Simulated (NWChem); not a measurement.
Everything below was run with NWChem. System: iodine (I2), charge 0, spin multiplicity 1, at a geometry optimised with PBE0/def2-SVP with def2 effective core potentials on I. Level: MP2/def2-SVP with def2 effective core potentials on I, 8 core orbitals frozen.

Job file:

```
start mol
memory heap 200 mb stack 900 mb global 1100 mb
geometry units angstroms nocenter noautoz
  I      0.000000     0.000000     1.341220
  I      0.000000     0.000000    -1.341220
  symmetry group D2h
end
basis spherical
  * library def2-svp
end
ecp
  I library def2-ecp
end
scf
  rhf
  nopen 0
  maxiter 100
  thresh 1e-7
  semidirect memsize 60000000 filesize 0
end
mp2
  freeze core 8
end
task mp2 energy
```

NWChem printed:

```
             Northwest Computational Chemistry Package (NWChem) 7.3.0
             --------------------------------------------------------

                                NWChem Input Module
                                -------------------

 Scaling coordinates for geometry "geometry" by  1.889725989
 (inverse scale =  0.529177249)

 Turning off AUTOSYM since
 SYMMETRY directive was detected!

                             Geometry "geometry" -> ""
                             -------------------------

 Output coordinates in angstroms (scale by  1.889725989 to convert to a.u.)

  No.       Tag          Charge          X              Y              Z
 ---- ---------------- ---------- -------------- -------------- --------------
    1 I                   53.0000     0.00000000     0.00000000     1.34122000
    2 I                   53.0000     0.00000000     0.00000000    -1.34122000

 Effective nuclear repulsion energy (a.u.)     554.1443210063

            Nuclear Dipole moment (a.u.)
            ----------------------------
        X                 Y               Z
 ---------------- ---------------- ----------------
     0.0000000000     0.0000000000     0.0000000000

      Symmetry information
      --------------------

 Group name             D2h
 Group number             26
 Group order               8
 No. of unique centers     1

      Symmetry unique atoms

     1


 Summary of "ao basis" -> "" (spherical)
 ------------------------------------------------------------------------------
       Tag                 Description            Shells   Functions and Types
 ---------------- ------------------------------  ------  ---------------------
 *                          def2-svp                  on all atoms

 Summary of "ao basis" -> "ao basis" (spherical)
 ------------------------------------------------------------------------------
       Tag                 Description            Shells   Functions and Types
 ---------------- ------------------------------  ------  ---------------------
 I                          def2-svp                10       26   4s4p2d

                                 NWChem SCF Module
                                 -----------------

  ao basis        = "ao basis"
  functions       =    52
  atoms           =     2
  closed shells   =    25
  open shells     =     0
  charge          =   0.00
  wavefunction    = RHF
  use symmetry    = T
  symmetry adapt  = T

 Summary of "ao basis" -> "ao basis" (spherical)
 ------------------------------------------------------------------------------
       Tag                 Description            Shells   Functions and Types
 ---------------- ------------------------------  ------  ---------------------
 I                          def2-svp                10       26   4s4p2d

      Symmetry analysis of basis
      --------------------------

        ag         12
        au          2
        b1g         2
        b1u        12
        b2g         6
        b2u         6
        b3g         6
        b3u         6

 Forming initial guess at       0.1s

      Superposition of Atomic Density Guess
      -------------------------------------

 Sum of atomic energies:        -694.25423975

      Non-variational initial energy
      ------------------------------

 Total energy =    -593.361393
 1-e energy   =   -1281.326225
 2-e energy   =     564.668214
 HOMO         =      -0.292841
 LUMO         =      -0.129963

      Symmetry analysis of molecular orbitals - initial
[...]
    16      0.726748  1 I  pz                42      0.726748  2 I  pz
    13      0.392250  1 I  pz                39      0.392250  2 I  pz
     4     -0.269057  1 I  s                 30      0.269057  2 I  s
     3     -0.181972  1 I  s                 29      0.181972  2 I  s
    10     -0.170779  1 I  pz                36     -0.170779  2 I  pz

 Vector   27  Occ=0.000000D+00  E= 3.877164D-01  Symmetry=ag
              MO Center=  3.2D-14,  9.1D-14, -9.3D-14, r^2= 4.3D+00
   Bfn.  Coefficient  Atom+Function         Bfn.  Coefficient  Atom+Function
  ----- ------------  ---------------      ----- ------------  ---------------
     3      1.496920  1 I  s                 29      1.496920  2 I  s
     4     -1.209686  1 I  s                 30     -1.209686  2 I  s
    24      0.309865  1 I  d  0              50      0.309865  2 I  d  0
     2     -0.280305  1 I  s                 28     -0.280305  2 I  s
     1     -0.226403  1 I  s                 27     -0.226403  2 I  s

 Vector   28  Occ=0.000000D+00  E= 4.225818D-01  Symmetry=ag
              MO Center= -1.7D-15,  8.0D-15, -2.3D-14, r^2= 6.3D+00
   Bfn.  Coefficient  Atom+Function         Bfn.  Coefficient  Atom+Function
  ----- ------------  ---------------      ----- ------------  ---------------
     3      0.694171  1 I  s                 29      0.694171  2 I  s
     4     -0.616835  1 I  s                 30     -0.616835  2 I  s
    16     -0.599628  1 I  pz                42      0.599628  2 I  pz
    13      0.542107  1 I  pz                39     -0.542107  2 I  pz
    24     -0.467657  1 I  d  0              50     -0.467657  2 I  d  0

 center of mass
 --------------
 x =   0.00000000 y =   0.00000000 z =   0.00000000

 moments of inertia (a.u.)
 ------------------
        1630.386986000535           0.000000000000           0.000000000000
           0.000000000000        1630.386986000535           0.000000000000
           0.000000000000           0.000000000000           0.000000000000

  Mulliken analysis of the total density
  --------------------------------------

    Atom       Charge   Shell Charges
 -----------   ------   -------------------------------------------------------
    1 I   25    25.00   1.83  0.22  1.25  0.68  2.93  3.12  2.50  2.42  9.83  0.22
    2 I   25    25.00   1.83  0.22  1.25  0.68  2.93  3.12  2.50  2.42  9.83  0.22

       Multipole analysis of the density wrt the origin
       ------------------------------------------------

     L   x y z        total         open         nuclear
     -   - - -        -----         ----         -------
     0   0 0 0      0.000000      0.000000     50.000000

     1   1 0 0     -0.000000      0.000000      0.000000
     1   0 1 0     -0.000000      0.000000      0.000000
     1   0 0 1      0.000000      0.000000      0.000000

     2   2 0 0    -41.177233      0.000000      0.000000
     2   1 1 0      0.000000      0.000000      0.000000
     2   1 0 1     -0.000000      0.000000      0.000000
     2   0 2 0    -41.177233      0.000000      0.000000
     2   0 1 1     -0.000000      0.000000      0.000000
     2   0 0 2    -35.339883      0.000000    321.194217

                   NWChem MP2 Semi-direct Energy/Gradient Module
                   ---------------------------------------------

  Basis functions       =     52
  Molecular orbitals    =     52
  Frozen core           =      8
  Frozen virtuals       =      0
  Active alpha occupied =     17
  Active beta occupied  =     17
  Active alpha virtual  =     27
  Active beta virtual   =     27
  Use MO symmetry       = T
  Use skeleton AO sym   = T

  AO/Fock/Back tols     =   1.0D-09  1.0D-09  1.0D-09

 GA uses MA = F    GA memory limited = T

 Available:
  local mem=  1.26D+08
 global mem=  1.44D+08
 local disk=  0.00D+00
  mp2_memr nvloc                    27
  nvloc new                    27
   1 passes of  17:        3145728                      17220                   2130229.
   1 passes of  17: M    126150279           G      144173792           F     123004551.

 Semi-direct pass number   1 of   1  for RHF alpha+beta  at        0.5s
  vrange nnbf                  1362
  mp2_eaftype                    10  avail_ma_in_mb                  1099
 EAF : mp2_eaftype filesize          10    1065115.
  mp2_eaf for mointskh                     10
Node 0 wrote      5.0 Mb in      0.0 s     Agg I/O rate:   997.1 Mb/s
 Done moints_semi at        1.6s
  mp2_eaftype                    10  avail_ma_in_mb                  1089
 EAF : mp2_eaftype filesize          10    1065115.
  mp2_eaf for kh                    10
 Done maket at        1.6s
 Done multipass loop at        1.6s

          -------------------------------------------
          SCF energy                -593.316296095507
          Correlation energy          -0.233970841199
          Singlet pairs               -0.127757690104
          Triplet pairs               -0.106213151095
          Total MP2 energy          -593.550266936705
          -------------------------------------------

          ---------------------------------------------------
                    Spin Component Scaled (SCS) MP2
          Same spin pairs                     -0.070808767396
          Same spin scaling factor             0.333333333333
          Opposite spin pairs                 -0.163162073802
          Opposite spin scaling fact.          1.200000000000
          SCS-MP2 correlation energy          -0.219397411028
          Total SCS-MP2 energy              -593.535693506535
          ---------------------------------------------------

 -----------------------
 Performance information
 -----------------------

 Timer overhead =  1.36D-07 seconds/call

               Nr. of calls         CPU time (s)                 Wall time (s)                GFlops
             ---------------    -------------------     ------------------------------   -------------------
Name         Min   Avg   Max    Min     Avg     Max     Min     Avg     Max   Mx/calls   Min     Max     Sum
mp2: moin     1     1     1    1.1     1.1     1.1      1.1     1.1     1.1     1.1      0.0     0.0     0.0
mp2: make     1     1     1   5.45E-2 5.45E-2 5.45E-2  5.45E-2 5.45E-2 5.45E-2 5.45E-2   0.0     0.0     0.0
mp2: tota     1     1     1    1.2     1.2     1.2      1.2     1.2     1.2     1.2      0.0     0.0     0.0

 The average no. of pstat calls per process was 3.00D+00
 with a timing overhead of 4.09D-07s

 Task  times  cpu:        1.6s     wall:        1.6s

 Total times  cpu:        1.6s     wall:        1.6s
```
